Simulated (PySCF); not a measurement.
# How methods differ on the ionisation energy of Cu

Cu [Ar] 3d10 4s1 (2S) → Cu⁺ [Ar] 3d10 (1S), as a difference of total energies. Calculation: PySCF 2.14, in aug-cc-pVDZ-DK (7s6p4d2f, 59 functions); the spin-free X2C one-electron Hamiltonian (Gaussian nucleus). Correlated levels: valence: [Ar] frozen. The calculations carry no spin-orbit coupling.

Order these methods by the ionisation energy they give, lowest first.
A. LDA
B. MP2 (valence)
C. TPSS
D. SCS-MP2 (valence)

D (7.471 eV), B (7.630 eV), C (8.211 eV), A (8.688 eV).

Errors of the correlated levels include the incompleteness of this basis and the frozen core.

For comparison: 7.726 eV (measured; NIST Atomic Spectra Database, ionization energies).
